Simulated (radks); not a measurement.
Valence configurations of the boron ion B2+ (all share [He]). All-electron calculation, Dirac Kohn-Sham, PBE, spin-unpolarised, spherical densities, finite nucleus; open shells fill j = l - 1/2 first; Fermi nuclear charge, rms radius 2.406 fm. Program: a radial shooting solver on a logarithmic mesh with Libxc functionals. Energies are relative to 2s1; eigenvalues in eV.

| valence | E (eV) | e(2p1/2) | e(2s1/2) |
|---|---|---|---|
| 2s1 | 0.000 | - | -31.475 |
| 2p1 | 5.977 | -25.076 | - |
| 2s0.5 2p0.5 | 2.989 | -25.284 | -31.260 |

NIST lists [He] 2s1 as the ground configuration; this level of theory agrees among the configurations tried. The energies are those of spherical spin-averaged densities, not of single terms.
